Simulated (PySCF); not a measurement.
Electronic structure of Cu⁺ (copper, charge +1) at the UHF level

Configuration: [Ar] 3d10, closed-shell 1S. All numbers are calculated (PySCF 2.14, scalar relativity by spin-free X2C-1e, in cc-pVDZ-DK).

```json
{
 "Total energy": "-1652.906463 hartree",
 "One-electron energy": "-2298.5514 hartree",
 "Hartree (Coulomb) energy": "712.1183 hartree",
 "Exchange energy": "-66.4734 hartree",
 "⟨S²⟩": "0.0000",
 "⟨L²⟩": "0.000",
 "Sum of ⟨r⟩": "17.59 bohr",
 "Sum of ⟨r²⟩": "18.65 bohr²",
 "Langevin diamagnetic susceptibility": "-14.8 ×10⁻⁶ cm³/mol",
 "Time after the integrals": "0.1 s of wall time on 1 thread of Neoverse-V2 (shared host)"
}
```

| shell | electrons | mean orbital energy (hartree) | rms radius, mean of both spins (bohr) |
| --- | --- | --- | --- |
| 1s | 2 | -332.79187 | 0.0601 |
| 2s | 2 | -41.96925 | 0.254 |
| 2p | 6 | -36.11641 | 0.228 |
| 3s | 2 | -5.46966 | 0.767 |
| 3p | 6 | -3.68139 | 0.819 |
| 3d | 10 | -0.80132 | 1.14 |

Densities and radii are taken from the X2C orbitals without a picture-change correction, which distorts them close to the nucleus.
